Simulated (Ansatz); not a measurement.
Ideal-gas functions of `[C]#[C][GeH2][Cl]` radical at 400 K and 1 bar, from an Ansatz frequency run at PBE0-D4/def2-TZVP.

Molar mass 134.1 g/mol, point group Cs (symmetry number 1), electronic degeneracy 2, moments of inertia 69.801, 213.596, 276.769 u Å². Harmonic wavenumbers (cm⁻¹, unscaled): 97, 155, 248, 431, 522, 528, 658, 773, 860, 2164, 2197, 2203.

Use S(trans) = R[1.5 ln M + 2.5 ln T − 1.1517]; rotational temperatures θ = 24.2544 K / I; S(rot) = R[ln(√π/σ · √(T³/θAθBθC)) + 1.5]; for each mode x = 1.438777 ν̃/T, S = R[x/(eˣ − 1) − ln(1 − e⁻ˣ)] and H = RT x/(eˣ − 1); 1 cm⁻¹ = 0.0119627 kJ/mol; R = 8.31446 J/(mol·K).

**Question.** By hand: the entropy, in J/(mol·K).

**Answer.** Translation 176.1. Rotation: θ = 0.3475, 0.1136, 0.0876 K, giving 115.5. Vibration, mode by mode: 17.11, 13.28, 9.53, 5.45, 4.20, 4.13, 2.86, 2.06, 1.61, 0.03, 0.03, 0.03, in all 60.3. Electronic 5.8. Sum 357.7 J/(mol·K).

**Question.** By hand: H − E and G − E in kJ/mol, counted from the electronic energy.

**Answer.** Zero-point energy ½ × 10836 × 0.0119627 = 64.8; thermal vibration 12.9; translation, rotation and pV give 4 RT = 13.3. H − E = 91.0 kJ/mol, and G − E = 91.0 − 400 × 357.7/1000 = -52.1 kJ/mol.

Vibration gives 17 % of the entropy, 17.1 J/(mol·K) of it from the mode under 150 cm⁻¹: soft modes count most, and the harmonic formula is weakest for them.
